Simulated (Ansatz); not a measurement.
Ti2Te3, 5 atoms. Hardware: 4 threads of Intel Xeon 6975P-C on a shared host.

In the def2 sets Te takes a core potential; there is no spin–orbit coupling. Correlated methods freeze 22 core orbitals; core or outer-core shells of Ti, Te are correlated, in sets that lack core-valence functions.

Task: How many basis functions does each of these Ansatz runs have, and roughly what does it cost? PBE-D4/def2-SVP, charge 0 singlet, energy, from earlier orbitals; HSE06-D4/def2-TZVP, charge 0 singlet, energy, from earlier orbitals; HF/STO-3G, charge 0 singlet, energy; PBE0-D4/def2-TZVP, charge 0 singlet, energy, from earlier orbitals; CAM-B3LYP-D4/def2-TZVP, charge 0 singlet, energy, from earlier orbitals; r2SCAN-D4/def2-TZVP, charge 0 singlet, energy, from earlier orbitals; PBE-D4/def2-SVP, charge 0 singlet, relaxation, 11 steps; MP2/def2-TZVP, charge 0 singlet, energy, from earlier orbitals; PBE-D4/def2-TZVP, charge 0 singlet, energy and forces, from earlier orbitals; PBE0-D4/def2-SVP, charge 0 singlet, energy, from earlier orbitals; r2SCANh-D4/def2-TZVP, charge 0 singlet, energy, from earlier orbitals; CCSD(T)/def2-SVP, charge 0 singlet, energy, from earlier orbitals.

Result: Other jobs shared the machine, so times can vary by a factor of up to 3. A dash marks memory too small to be measured apart from the calling script's.

| run | functions | fitting or Cholesky vectors | wall time | peak host memory (GiB) |
| --- | --- | --- | --- | --- |
| PBE-D4/def2-SVP, charge 0 singlet, energy, from earlier orbitals | 140 | 1720 | 1.6 s | – |
| PBE0-D4/def2-SVP, charge 0 singlet, energy, from earlier orbitals | 140 | 1699 | 3.1 s | – |
| PBE-D4/def2-TZVP, charge 0 singlet, energy and forces, from earlier orbitals | 240 | 1984 | 3.2 s | – |
| HF/STO-3G, charge 0 singlet, energy | 117 | 1365 | 4.1 s | 0.58 |
| r2SCAN-D4/def2-TZVP, charge 0 singlet, energy, from earlier orbitals | 240 | 1984 | 5.5 s | – |
| HSE06-D4/def2-TZVP, charge 0 singlet, energy, from earlier orbitals | 240 | 2246 | 6 s | 1.3 |
| r2SCANh-D4/def2-TZVP, charge 0 singlet, energy, from earlier orbitals | 240 | 2063 | 7.5 s | 1.3 |
| PBE0-D4/def2-TZVP, charge 0 singlet, energy, from earlier orbitals | 240 | 2246 | 8.5 s | 1.3 |
| CAM-B3LYP-D4/def2-TZVP, charge 0 singlet, energy, from earlier orbitals | 240 | 2174 | 11 s | 1.4 |
| PBE-D4/def2-SVP, charge 0 singlet, relaxation, 11 steps | 140 | 1720 | 15 s | – |
| MP2/def2-TZVP, charge 0 singlet, energy, from earlier orbitals | 240 | 2244 | 57 s | 1.8 |
| CCSD(T)/def2-SVP, charge 0 singlet, energy, from earlier orbitals | 140 | 1699 | 1.8 min | 1.5 |
